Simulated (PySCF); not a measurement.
# Assigning NMR signals

Cartesian coordinates in Å; atom numbers follow the order of the lines, from 1:
```xyz
16

C    -2.1880   -0.5830   -1.1428
C    -1.3191   -0.3408   -0.1716
C    -1.6472   -0.3969    1.2856
O    -0.0388   -0.0171   -0.4925
Si    1.2873    0.3383    0.3660
C     2.5486    0.6384   -1.0327
F     3.7770    0.9625   -0.4900
H    -3.2073   -0.8399   -0.9277
H    -1.8979   -0.5289   -2.1762
H    -1.4520    0.5709    1.7441
H    -1.0134   -1.1327    1.7774
H    -2.6888   -0.6622    1.4343
H     1.1231    1.5495    1.1737
H     1.7211   -0.7763    1.2120
H     2.7139   -0.2442   -1.6553
H     2.2738    1.4713   -1.6842
```

Computed data (PySCF): PBE0/pcSseg-1 with gauge-including orbitals, geometry: GFN2-xTB. In vacuum, no relativistic terms, rapidly exchanging positions averaged, single conformer.

Chemical shifts δ = σref − σ; 13C, 1H against TMS, all at this level.

(1) Assign these signals to the numbered atoms. 13C{1H} NMR (computed): δ 160.7, 98.5, 76.9, 21.7.

(2) Assign these signals to the numbered atoms. 1H NMR (300 MHz, computed): δ 5.15 (m, 2H), 5.07 (m, 2H), 4.49 (m, 1H), 4.40 (m, 1H), 2.02 (s, 3H).

## Answers

(1) 
160.7 → C2, alkene carbon bearing oxygen: an sp2 carbon further deshielded by the attached heteroatom
98.5 → C1, β carbon of an enol-ether or enamine type C=C: the O or N lone pair pushes π density onto this β carbon and shields it
76.9 → C6, sp3 CH2 bonded to F and Si: the inductive effect lowers its shielding
21.7 → C3, allylic methyl carbon: saturated and bonded to C and H only

(2) 
```tsv
δ (ppm)	atoms	environment	reason
5.15	H13/H14	hydrogen on a silicon bonded to C, O	–
5.07	H15/H16	hydrogen on an sp3 CH2 bonded to F and Si	its carbon carries F, an electronegative neighbour
4.49	H9	hydrogen on a β carbon of an enol-ether or enamine type C=C	lone-pair donation from O or N shields it, upfield of ordinary alkene protons
4.40	H8	hydrogen on a β carbon of an enol-ether or enamine type C=C	–
2.02	H10/H11/H12	hydrogen on an allylic methyl carbon	allylic position
```

H13/H14 and H15/H16; H9 and H8 lie closer than the usual error of such a calculation, so a measured spectrum could show them in the other order.

Splittings by 19F in the carbon and heteronuclear signals aren't shown, as no couplings were computed. Shifts are as computed. Against solution values, carbons near 30 ppm lie about +3 ppm off and those near 130 ppm about +5 ppm. Of 1211 compounds with measured shifts, 218 miss one by over three times the rms of a fit or turn the order of signals round; such compounds aren't used in these exercises. Multiplicities follow the n + 1 count of equivalent neighbours, as no J values were calculated; m marks all less simple cases, F and P coupling included.
